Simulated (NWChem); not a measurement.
System: SiNH$_{5}$O; SMILES N[SiH2]O

```xyz
8

Si    -0.4681     0.0273    -0.0013
N      0.4164    -1.4415     0.0098
O      0.5398     1.3603    -0.0250
H     -1.3167     0.0927     1.2291
H     -1.3266    -0.0041    -1.2234
H      0.8162    -1.7902    -0.8538
H      1.0036    -1.6799     0.8011
H      0.1434     2.2079     0.1963
```
Atoms are numbered in this order, from 1.

Computed with NWChem. Geometry: optimised at PBE0/def2-SVP. Vertical excitations in the gas phase; the lowest state need not have the same character in each row.

| level | lowest excitation, singlet (eV) | oscillator strength of that lowest state | lowest state with f > 0.02, singlet (eV) | oscillator strength of that bright state | lowest triplet (eV) | orbital gap (eV) |
|---|---|---|---|---|---|---|
| PBE/def2-SVP, full TDDFT | 6.81 | 0.016 | 6.98 | 0.079 | 6.29 | 6.59 |
| B3LYP/def2-SVP, full TDDFT | 7.16 | 0.024 | 7.16 | 0.024 | 6.57 | 8.41 |
| LDA (Slater exchange, VWN5)/def2-SVP, full TDDFT | 6.77 | 0.014 | 6.98 | 0.079 | [?] | 6.57 |
| PBE0/def2-SVP, full TDDFT | 7.40 | 0.025 | 7.40 | 0.025 | 6.79 | 9.06 |

Task: Complete the blanks.

Result: 
- LDA (Slater exchange, VWN5)/def2-SVP, full TDDFT, lowest triplet (eV): 6.35
